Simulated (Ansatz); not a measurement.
Molecular dynamics of BrF₆HW

input.yaml

```yaml
crystal:
  periodic: [false, false, false]
  atoms:
    - { symbol: W, position_ang: [0.119987, 0.327616, -0.241357] }
    - { symbol: F, position_ang: [0.711359, -0.482402, 2.476127] }
    - { symbol: F, position_ang: [1.906714, -0.182893, -0.326913] }
    - { symbol: F, position_ang: [-0.01477, 1.782845, -1.411524] }
    - { symbol: F, position_ang: [-1.565287, 0.74189, 0.430903] }
    - { symbol: F, position_ang: [-0.303875, -1.38391, 0.352095] }
    - { symbol: F, position_ang: [-0.17475, -0.484407, -1.904298] }
    - { symbol: Br, position_ang: [1.020093, 2.178097, 1.25598] }
    - { symbol: H, position_ang: [1.047627, 0.364865, 2.729087] }
basis:
  gaussian: { orbitals: def2-SVP }
hamiltonian:
  xc: pbe
md:
  timestep: 0.5
  n_steps: 200
  ensemble: nve
  temperature: 300.0
  initial_velocities: maxwell_boltzmann
  seed: 10382
```

Run as:

```bash
$ ansatz run input.yaml --threads 4 --pin off --max-ram 5120MiB --backend cpu --events-out ev --progress --plain --runs-dir out
```

It starts at the highest image of a converged band, a first-order saddle point between two minima.

Output, in part (one step line in 3, the closing report, with atoms numbered from 0):

```
md step     0: t =     0.00 fs  T =   300.0 K  F+E_penalty+E_count = -88151.19598420 eV  E_kin = 0.271446 eV  conserved = -88150.92453820 eV  (35 SCF iters)
md step     3: t =     1.50 fs  T =   271.6 K  F+E_penalty+E_count = -88151.16965524 eV  E_kin = 0.245765 eV  conserved = -88150.92389071 eV  (34 SCF iters)
md step     6: t =     3.00 fs  T =   259.7 K  F+E_penalty+E_count = -88151.15901082 eV  E_kin = 0.234955 eV  conserved = -88150.92405540 eV  (34 SCF iters)
md step     9: t =     4.50 fs  T =   250.0 K  F+E_penalty+E_count = -88151.15066943 eV  E_kin = 0.226226 eV  conserved = -88150.92444314 eV  (34 SCF iters)
md step    12: t =     6.00 fs  T =   196.8 K  F+E_penalty+E_count = -88151.10184543 eV  E_kin = 0.178037 eV  conserved = -88150.92380864 eV  (34 SCF iters)
md step    15: t =     7.50 fs  T =   170.6 K  F+E_penalty+E_count = -88151.07824398 eV  E_kin = 0.154372 eV  conserved = -88150.92387156 eV  (34 SCF iters)
md step    18: t =     9.00 fs  T =   164.7 K  F+E_penalty+E_count = -88151.07347622 eV  E_kin = 0.149065 eV  conserved = -88150.92441099 eV  (34 SCF iters)
md step    21: t =    10.50 fs  T =   125.2 K  F+E_penalty+E_count = -88151.03707981 eV  E_kin = 0.113320 eV  conserved = -88150.92376015 eV  (34 SCF iters)
md step    24: t =    12.00 fs  T =   123.4 K  F+E_penalty+E_count = -88151.03556944 eV  E_kin = 0.111642 eV  conserved = -88150.92392702 eV  (34 SCF iters)
md step    27: t =    13.50 fs  T =   143.8 K  F+E_penalty+E_count = -88151.05444295 eV  E_kin = 0.130084 eV  conserved = -88150.92435855 eV  (34 SCF iters)
md step    30: t =    15.00 fs  T =   133.9 K  F+E_penalty+E_count = -88151.04496722 eV  E_kin = 0.121193 eV  conserved = -88150.92377463 eV  (34 SCF iters)
md step    33: t =    16.50 fs  T =   156.5 K  F+E_penalty+E_count = -88151.06546585 eV  E_kin = 0.141578 eV  conserved = -88150.92388773 eV  (34 SCF iters)
md step    36: t =    18.00 fs  T =   196.4 K  F+E_penalty+E_count = -88151.10222787 eV  E_kin = 0.177744 eV  conserved = -88150.92448397 eV  (34 SCF iters)
md step    39: t =    19.50 fs  T =   191.8 K  F+E_penalty+E_count = -88151.09741840 eV  E_kin = 0.173563 eV  conserved = -88150.92385551 eV  (34 SCF iters)
md step    42: t =    21.00 fs  T =   209.6 K  F+E_penalty+E_count = -88151.11369384 eV  E_kin = 0.189640 eV  conserved = -88150.92405402 eV  (36 SCF iters)
md step    45: t =    22.50 fs  T =   230.3 K  F+E_penalty+E_count = -88151.13285707 eV  E_kin = 0.208386 eV  conserved = -88150.92447132 eV  (33 SCF iters)
md step    48: t =    24.00 fs  T =   203.4 K  F+E_penalty+E_count = -88151.10788816 eV  E_kin = 0.184048 eV  conserved = -88150.92384061 eV  (34 SCF iters)
md step    51: t =    25.50 fs  T =   197.8 K  F+E_penalty+E_count = -88151.10295211 eV  E_kin = 0.179002 eV  conserved = -88150.92395042 eV  (34 SCF iters)
md step    54: t =    27.00 fs  T =   200.3 K  F+E_penalty+E_count = -88151.10573266 eV  E_kin = 0.181225 eV  conserved = -88150.92450725 eV  (34 SCF iters)
md step    57: t =    28.50 fs  T =   156.5 K  F+E_penalty+E_count = -88151.06538503 eV  E_kin = 0.141620 eV  conserved = -88150.92376537 eV  (34 SCF iters)
md step    60: t =    30.00 fs  T =   144.9 K  F+E_penalty+E_count = -88151.05518352 eV  E_kin = 0.131117 eV  conserved = -88150.92406611 eV  (34 SCF iters)
md step    63: t =    31.50 fs  T =   138.9 K  F+E_penalty+E_count = -88151.05000050 eV  E_kin = 0.125635 eV  conserved = -88150.92436513 eV  (34 SCF iters)
md step    66: t =    33.00 fs  T =   100.7 K  F+E_penalty+E_count = -88151.01485738 eV  E_kin = 0.091156 eV  conserved = -88150.92370154 eV  (34 SCF iters)
md step    69: t =    34.50 fs  T =   104.7 K  F+E_penalty+E_count = -88151.01869953 eV  E_kin = 0.094763 eV  conserved = -88150.92393652 eV  (34 SCF iters)
md step    72: t =    36.00 fs  T =   122.6 K  F+E_penalty+E_count = -88151.03540822 eV  E_kin = 0.110964 eV  conserved = -88150.92444460 eV  (34 SCF iters)
md step    75: t =    37.50 fs  T =   108.0 K  F+E_penalty+E_count = -88151.02133203 eV  E_kin = 0.097729 eV  conserved = -88150.92360294 eV  (34 SCF iters)
md step    78: t =    39.00 fs  T =   143.2 K  F+E_penalty+E_count = -88151.05381243 eV  E_kin = 0.129599 eV  conserved = -88150.92421322 eV  (34 SCF iters)
md step    81: t =    40.50 fs  T =   171.5 K  F+E_penalty+E_count = -88151.07947408 eV  E_kin = 0.155188 eV  conserved = -88150.92428598 eV  (34 SCF iters)
md step    84: t =    42.00 fs  T =   174.9 K  F+E_penalty+E_count = -88151.08199487 eV  E_kin = 0.158298 eV  conserved = -88150.92369678 eV  (34 SCF iters)
md step    87: t =    43.50 fs  T =   219.3 K  F+E_penalty+E_count = -88151.12263090 eV  E_kin = 0.198450 eV  conserved = -88150.92418057 eV  (34 SCF iters)
md step    90: t =    45.00 fs  T =   247.3 K  F+E_penalty+E_count = -88151.14819504 eV  E_kin = 0.223724 eV  conserved = -88150.92447105 eV  (34 SCF iters)
md step    93: t =    46.50 fs  T =   237.9 K  F+E_penalty+E_count = -88151.13887163 eV  E_kin = 0.215228 eV  conserved = -88150.92364372 eV  (34 SCF iters)
md step    96: t =    48.00 fs  T =   267.1 K  F+E_penalty+E_count = -88151.16623345 eV  E_kin = 0.241711 eV  conserved = -88150.92452261 eV  (33 SCF iters)
md step    99: t =    49.50 fs  T =   252.6 K  F+E_penalty+E_count = -88151.15275385 eV  E_kin = 0.228574 eV  conserved = -88150.92417983 eV  (33 SCF iters)
md step   102: t =    51.00 fs  T =   220.8 K  F+E_penalty+E_count = -88151.12349509 eV  E_kin = 0.199751 eV  conserved = -88150.92374438 eV  (34 SCF iters)
md step   105: t =    52.50 fs  T =   222.7 K  F+E_penalty+E_count = -88151.12590672 eV  E_kin = 0.201507 eV  conserved = -88150.92439980 eV  (34 SCF iters)
md step   108: t =    54.00 fs  T =   187.3 K  F+E_penalty+E_count = -88151.09359602 eV  E_kin = 0.169430 eV  conserved = -88150.92416568 eV  (36 SCF iters)
md step   111: t =    55.50 fs  T =   149.8 K  F+E_penalty+E_count = -88151.05923807 eV  E_kin = 0.135561 eV  conserved = -88150.92367701 eV  (34 SCF iters)
md step   114: t =    57.00 fs  T =   156.1 K  F+E_penalty+E_count = -88151.06573978 eV  E_kin = 0.141246 eV  conserved = -88150.92449384 eV  (34 SCF iters)
md step   117: t =    58.50 fs  T =   125.6 K  F+E_penalty+E_count = -88151.03748137 eV  E_kin = 0.113667 eV  conserved = -88150.92381487 eV  (34 SCF iters)
md step   120: t =    60.00 fs  T =   125.0 K  F+E_penalty+E_count = -88151.03684780 eV  E_kin = 0.113099 eV  conserved = -88150.92374930 eV  (34 SCF iters)
md step   123: t =    61.50 fs  T =   161.7 K  F+E_penalty+E_count = -88151.07083612 eV  E_kin = 0.146348 eV  conserved = -88150.92448802 eV  (34 SCF iters)
md step   126: t =    63.00 fs  T =   160.6 K  F+E_penalty+E_count = -88151.06910516 eV  E_kin = 0.145330 eV  conserved = -88150.92377550 eV  (34 SCF iters)
md step   129: t =    64.50 fs  T =   194.7 K  F+E_penalty+E_count = -88151.10020991 eV  E_kin = 0.176153 eV  conserved = -88150.92405735 eV  (33 SCF iters)
md step   132: t =    66.00 fs  T =   236.9 K  F+E_penalty+E_count = -88151.13886102 eV  E_kin = 0.214394 eV  conserved = -88150.92446697 eV  (34 SCF iters)
md step   135: t =    67.50 fs  T =   236.2 K  F+E_penalty+E_count = -88151.13749027 eV  E_kin = 0.213737 eV  conserved = -88150.92375352 eV  (34 SCF iters)
md step   138: t =    69.00 fs  T =   268.1 K  F+E_penalty+E_count = -88151.16666772 eV  E_kin = 0.242553 eV  conserved = -88150.92411437 eV  (33 SCF iters)
md step   141: t =    70.50 fs  T =   290.1 K  F+E_penalty+E_count = -88151.18704590 eV  E_kin = 0.262483 eV  conserved = -88150.92456333 eV  (33 SCF iters)
md step   144: t =    72.00 fs  T =   265.3 K  F+E_penalty+E_count = -88151.16370525 eV  E_kin = 0.240081 eV  conserved = -88150.92362456 eV  (33 SCF iters)
md step   147: t =    73.50 fs  T =   282.0 K  F+E_penalty+E_count = -88151.17959735 eV  E_kin = 0.255141 eV  conserved = -88150.92445614 eV  (34 SCF iters)
md step   150: t =    75.00 fs  T =   264.7 K  F+E_penalty+E_count = -88151.16372174 eV  E_kin = 0.239518 eV  conserved = -88150.92420377 eV  (34 SCF iters)
md step   153: t =    76.50 fs  T =   229.3 K  F+E_penalty+E_count = -88151.13117792 eV  E_kin = 0.207497 eV  conserved = -88150.92368082 eV  (34 SCF iters)
md step   156: t =    78.00 fs  T =   236.2 K  F+E_penalty+E_count = -88151.13809202 eV  E_kin = 0.213758 eV  conserved = -88150.92433437 eV  (34 SCF iters)
md step   159: t =    79.50 fs  T =   214.1 K  F+E_penalty+E_count = -88151.11791533 eV  E_kin = 0.193729 eV  conserved = -88150.92418613 eV  (34 SCF iters)
md step   162: t =    81.00 fs  T =   189.3 K  F+E_penalty+E_count = -88151.09495253 eV  E_kin = 0.171317 eV  conserved = -88150.92363536 eV  (34 SCF iters)
md step   165: t =    82.50 fs  T =   212.0 K  F+E_penalty+E_count = -88151.11629421 eV  E_kin = 0.191785 eV  conserved = -88150.92450959 eV  (34 SCF iters)
md step   168: t =    84.00 fs  T =   196.2 K  F+E_penalty+E_count = -88151.10140234 eV  E_kin = 0.177559 eV  conserved = -88150.92384374 eV  (34 SCF iters)
md step   171: t =    85.50 fs  T =   205.9 K  F+E_penalty+E_count = -88151.11003800 eV  E_kin = 0.186282 eV  conserved = -88150.92375638 eV  (33 SCF iters)
md step   174: t =    87.00 fs  T =   250.8 K  F+E_penalty+E_count = -88151.15146001 eV  E_kin = 0.226954 eV  conserved = -88150.92450611 eV  (34 SCF iters)
md step   177: t =    88.50 fs  T =   254.4 K  F+E_penalty+E_count = -88151.15399901 eV  E_kin = 0.230204 eV  conserved = -88150.92379484 eV  (34 SCF iters)
md step   180: t =    90.00 fs  T =   289.6 K  F+E_penalty+E_count = -88151.18609163 eV  E_kin = 0.262036 eV  conserved = -88150.92405543 eV  (34 SCF iters)
md step   183: t =    91.50 fs  T =   331.8 K  F+E_penalty+E_count = -88151.22472764 eV  E_kin = 0.300253 eV  conserved = -88150.92447473 eV  (34 SCF iters)
md step   186: t =    93.00 fs  T =   329.6 K  F+E_penalty+E_count = -88151.22197868 eV  E_kin = 0.298221 eV  conserved = -88150.92375815 eV  (34 SCF iters)
md step   189: t =    94.50 fs  T =   359.0 K  F+E_penalty+E_count = -88151.24896904 eV  E_kin = 0.324853 eV  conserved = -88150.92411645 eV  (34 SCF iters)
md step   192: t =    96.00 fs  T =   378.1 K  F+E_penalty+E_count = -88151.26671270 eV  E_kin = 0.342139 eV  conserved = -88150.92457356 eV  (34 SCF iters)
md step   195: t =    97.50 fs  T =   348.6 K  F+E_penalty+E_count = -88151.23906088 eV  E_kin = 0.315423 eV  conserved = -88150.92363759 eV  (36 SCF iters)
md step   198: t =    99.00 fs  T =   358.4 K  F+E_penalty+E_count = -88151.24870051 eV  E_kin = 0.324244 eV  conserved = -88150.92445605 eV  (34 SCF iters)
md step   200: t =   100.00 fs  T =   349.4 K  F+E_penalty+E_count = -88151.24060227 eV  E_kin = 0.316121 eV  conserved = -88150.92448123 eV  (36 SCF iters)
Total energy: -88151.24067182 eV, -3239.4983436322 hartree
Atom 0 at     0.139473     0.352468    -0.288709 Å, force    -1.387490     0.979247     0.609078 eV/Å
Atom 1 at     0.569984    -0.517568     2.951293 Å, force     0.068552     0.411405     0.316925 eV/Å
Atom 2 at     1.893213    -0.048534    -0.594356 Å, force     1.183211    -0.368059    -0.414622 eV/Å
Atom 3 at     0.189402     1.781466    -1.486242 Å, force    -0.095582    -0.033932    -0.464858 eV/Å
Atom 4 at    -1.593993     0.752104     0.331121 Å, force     0.488603    -0.182912    -0.092235 eV/Å
Atom 5 at     0.036774    -1.305441     0.518370 Å, force    -0.057715    -0.179321     0.328585 eV/Å
Atom 6 at    -0.556535    -0.523898    -1.770090 Å, force    -0.096447    -0.116639    -0.501445 eV/Å
Atom 7 at     0.984332     2.085915     1.279076 Å, force    -0.041889    -0.080528     0.390262 eV/Å
Atom 8 at     0.715861     0.368911     3.244740 Å, force    -0.061243    -0.429261    -0.171690 eV/Å
Dipole moment:     0.140054     0.258850     0.208429 e Å
```

All steps were run. The conserved energy stayed within 0.12 meV per atom of its start (net change 0.0063 meV per atom), so the integration is sound. A run of 0.1 ps of so small a system gives no equilibrium averages. The orbitals stay closed-shell, which can raise the energy where a bond breaks towards radicals; this wasn't checked here.

Between its relaxed ends the band would form W1–Br8, F2–H9 and break W1–F2, Br8–H9. These pairs go: W1–Br8 2.54 → 2.49 Å, F2–H9 0.95 → 0.95 Å, W1–F2 2.90 → 3.38 Å, Br8–H9 2.34 → 2.62 Å. In the last frame they stand as after the step (other bonds may differ from the relaxed reactants and products). It ends as BrF5W + FH. Pairs count as bonded within 1.25 times the sum of covalent radii (0.12 Å more for H–H).

Last frame:

```xyz
9
Properties=species:S:1:pos:R:3
W 0.140 0.352 -0.289
F 0.570 -0.518 2.951
F 1.893 -0.049 -0.594
F 0.189 1.782 -1.486
F -1.594 0.752 0.331
F 0.037 -1.305 0.518
F -0.556 -0.524 -1.770
Br 0.984 2.086 1.279
H 0.716 0.369 3.245
```

Time of the run: 8.8 min on 4 threads of Arm Neoverse V1, on a shared host, peak memory 0.25 GiB.
